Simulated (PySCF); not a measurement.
# In(NH3)F3: computed shieldings and shifts

In(NH3)F3, F3H3InN.

Geometry:
| atom | x (Å) | y (Å) | z (Å) |
| --- | --- | --- | --- |
| In1 | -0.018 | 0.008 | -1.183 |
| N2 | 0.020 | -0.004 | 1.111 |
| H3 | -0.922 | 0.066 | 1.499 |
| H4 | 0.565 | 0.780 | 1.473 |
| H5 | 0.440 | -0.864 | 1.464 |
| F6 | 1.919 | 0.003 | -1.456 |
| F7 | -1.007 | 1.674 | -1.453 |
| F8 | -0.997 | -1.664 | -1.456 |

GIAO calculations in PySCF 2.14 on the PBE0-D3(BJ)/def2-SVP structure: isolated species, scalar relativity only through the core potential, equivalent atoms averaged; basis pcSseg-1 (def2-TZVP on In).

Q: Give the isotropic shieldings (ppm) with KT2, PBE0.

A: 
| atoms | environment | KT2 | PBE0 |
| --- | --- | --- | --- |
| F6/F7/F8 | fluorine bonded to In | 350.8 | 392.3 |
| N2 | nitrogen bonded to In, 3 H | 238.0 | 242.1 |
| H3/H4/H5 | hydrogen on a nitrogen bonded to In | 29.53 | 29.48 |
| HOMO–LUMO gap (eV) | – | 5.29 | 8.20 |

Q: And the chemical shifts, against references computed in the same way?

A: 
```tsv
atoms	nucleus, reference	KT2	PBE0
F6/F7/F8	$^{19}$F, CFCl3	-212.3	-215.1
N2	$^{15}$N, NH3	26.3	23.6
H3/H4/H5	$^{1}$H, TMS	1.65	1.78
```

Q: Which part of the shielding of F6/F7/F8 depends on the functional?

A: Diamagnetic: KT2 474, PBE0 472 ppm; paramagnetic: KT2 -123, PBE0 -80 ppm. The diamagnetic part, set mainly by inner electrons, hardly moves; the paramagnetic part goes with low-lying magnetically allowed excitations and carries the spread.

In is described by an effective core potential, so it has no shielding of its own here; spin–orbit effects on the atoms bonded to it, which can be large, are absent, and the values of these neighbours are rough. Unscaled 19F shifts against computed CFCl3 carry errors that often reach 10 to 50 ppm. Experimental scales use liquid or dissolved standards, which lie at an offset from isolated NH3 (liquid NH3: subtract about 20 ppm).
